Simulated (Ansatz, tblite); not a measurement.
Removing and adding an electron: the cluster NbO₄H₃. The state is a singlet with charge 0. Geometry: PBE-D4/def2-SVP. Ansatz, gas phase; energy differences of separate SCF runs; the oxidised species was run as a doublet alone; the reduced species was run as a doublet alone.

```xyz
8

Nb    0.497    0.425   -0.136
O     0.980    1.634   -1.249
O    -1.029    1.024    0.833
O     0.211   -1.201   -1.202
O    -0.064   -1.949    0.042
H     1.895    0.317    0.982
H    -1.466    1.894    0.790
H    -1.023   -2.145   -0.061
```

In the def2 sets Nb takes a core potential; there is no spin–orbit coupling. The xTB rows come from tblite. The structure holds one bond between oxygen atoms, so isomers without such links may lie far lower. The structure comes from a short search, and lower isomers may exist.

```csv
level,−HOMO (eV),vertical IE (eV),−LUMO (eV),vertical EA (eV),HOMO–LUMO gap (eV),IE − EA (eV),remarks
PBE-D4/def2-TZVP,7.19,10.26,2.98,–,4.21,–,–
PBE-D4/def2-TZVPD,7.24,–,3.04,0.34,4.20,–,HOMO above zero (-1 doublet)
PBE0-D4/def2-TZVP,8.77,10.88,2.08,–,6.69,–,–
PBE0-D4/def2-TZVPD,8.79,–,2.11,0.31,6.68,–,HOMO above zero (-1 doublet)
```

(1) Estimate the rows for GFN1-xTB, GFN2-xTB, r2SCAN-D4/def2-TZVP, r2SCAN-D4/def2-TZVPD.

## Answers

(1) 
| level | −HOMO (eV) | vertical IE (eV) | −LUMO (eV) | vertical EA (eV) | HOMO–LUMO gap (eV) | IE − EA (eV) | remarks |
| --- | --- | --- | --- | --- | --- | --- | --- |
| GFN1-xTB | 12.16 | 15.29 | 8.99 | 5.88 | 3.16 | 9.41 | – |
| GFN2-xTB | 12.41 | 15.74 | 9.16 | 5.68 | 3.25 | 10.06 | – |
| r2SCAN-D4/def2-TZVP | 7.57 | 10.52 | 2.85 | – | 4.72 | – | – |
| r2SCAN-D4/def2-TZVPD | 7.59 | – | 2.87 | 0.24 | 4.72 | – | HOMO above zero (-1 doublet) |

   A HOMO above zero means that the electron is unbound at that level or that self-interaction error raises the level; the energy of removing that electron tells which. Raw xTB energy differences between charge states are shifted by several eV; the methods need an empirical correction for them.
